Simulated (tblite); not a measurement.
C₃H₇Si (charge -1).
SMILES with atom numbers: `[SiH2-:1][CH:2]1[CH2:3][CH2:4]1` (hydrogens: H5, H6 on Si1; H7 on C2; H8, H9 on C3; H10, H11 on C4)

Computed with GFN2-xTB (tblite), gas phase: L-BFGS steps from a force-field or distance-geometry start until the largest atomic force falls under 0.01 eV/Å.

Step 0: E = -320.8713 eV
```
atom  x, y, z in Å  |  force x, y, z in eV/Å
Si1     1.8526    0.3884    0.1956    0.533  -0.029   0.168
C2      0.0132    0.3037    0.5930    0.925  -0.344  -0.593
C3     -0.9671    0.2167   -0.5218   -0.648   0.469  -0.190
C4     -0.7276   -0.9755    0.3330   -0.034   0.007   0.585
H5      2.1463   -0.4273   -0.9989   -0.345   0.453   0.290
H6      2.2264    1.7972   -0.0768   -0.378  -0.588  -0.052
H7     -0.2632    0.8785    1.4723   -0.188  -0.091  -0.077
H8     -1.9141    0.7472   -0.4024   -0.090  -0.125  -0.183
H9     -0.6283    0.1762   -1.5528    0.039   0.096   0.116
H10    -0.2246   -1.8303   -0.1067    0.138   0.148   0.098
H11    -1.5082   -1.2720    1.0396    0.047   0.004  -0.162
```

Step 1: E = -320.9104 eV
```
atom  x, y, z in Å  |  force x, y, z in eV/Å
Si1     1.8602    0.3879    0.1980    0.509  -0.077   0.162
C2      0.0265    0.2987    0.5845    0.293  -0.132  -0.270
C3     -0.9764    0.2234   -0.5246   -0.028  -0.008   0.082
C4     -0.7281   -0.9754    0.3414    0.162   0.246   0.092
H5      2.1414   -0.4208   -0.9948   -0.288   0.379   0.219
H6      2.2210    1.7888   -0.0775   -0.321  -0.463  -0.055
H7     -0.2659    0.8772    1.4712   -0.022  -0.225  -0.316
H8     -1.9154    0.7454   -0.4050   -0.296   0.046  -0.115
H9     -0.6277    0.1775   -1.5512   -0.017   0.075   0.075
H10    -0.2227   -1.8282   -0.1053    0.066   0.179   0.109
H11    -1.5075   -1.2719    1.0373   -0.058  -0.019   0.017
```

Task: Estimate the geometry and energy of step 2. (The exact step hangs on the optimiser's Hessian estimate; all steps are aligned on step 1, rigid shifts and turns removed.)

Result: E = -320.9464 eV, largest force 0.512 eV/Å
```
atom  x, y, z in Å  |  force x, y, z in eV/Å
Si1     1.8783    0.3857    0.2037    0.247  -0.189   0.262
C2      0.0424    0.2922    0.5722   -0.115   0.192   0.136
C3     -0.9829    0.2274   -0.5241    0.273  -0.151   0.089
C4     -0.7242   -0.9689    0.3491    0.129   0.048  -0.179
H5      2.1308   -0.4069   -0.9865   -0.175   0.202   0.031
H6      2.2092    1.7714   -0.0794   -0.199  -0.166  -0.074
H7     -0.2682    0.8705    1.4622    0.148  -0.255  -0.419
H8     -1.9239    0.7455   -0.4096   -0.237   0.081  -0.050
H9     -0.6278    0.1803   -1.5482   -0.075   0.039   0.030
H10    -0.2197   -1.8222   -0.1016    0.015   0.171   0.091
H11    -1.5086   -1.2724    1.0363   -0.010   0.028   0.081
```

The energy changes by -0.0361 eV. The first-order estimate −F·Δx gives -0.0540 eV and the mean of the old and new forces, exact on a quadratic surface, -0.0360 eV. The step makes an angle of 15° with the force vector and moves no atom by more than 0.021 Å.

The cost below is that of the whole relaxation. Hardware: one thread of an Intel Xeon, on a shared host. Cost: 0.27 s wall.
